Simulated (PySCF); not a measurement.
CH₂Cl, SMILES [CH2]Cl, multiplicity 2. The structure is a stationary point at r2SCAN-D4/def2-TZVP. The isomer is the one that the SMILES or the coordinates give; other isomers of the formula were not compared.

Calculation: r2SCAN-D4/def2-TZVP run with PySCF.

Harmonic wavenumbers (cm⁻¹): 255, 846, 1000, 1411, 3167, 3320. Rotational constants (GHz): 275.5, 15.89, 15.02; symmetry number 2.

Q: Work out the zero-point energy and the ideal-gas rigid-rotor harmonic-oscillator thermochemistry at 298.15 K and 1 atm.

A: ZPE = ½ Σ hcν = ½ × 9999 cm⁻¹ = 14.29 kcal/mol. H − E(el) = 17.03 kcal/mol. Entropy in cal/(mol K): translation 37.62, rotation 17.75, vibration 1.98, spin 1.38, total 58.73. G − E(el) = -0.48 kcal/mol. Cp = 10.76 cal/(mol K).
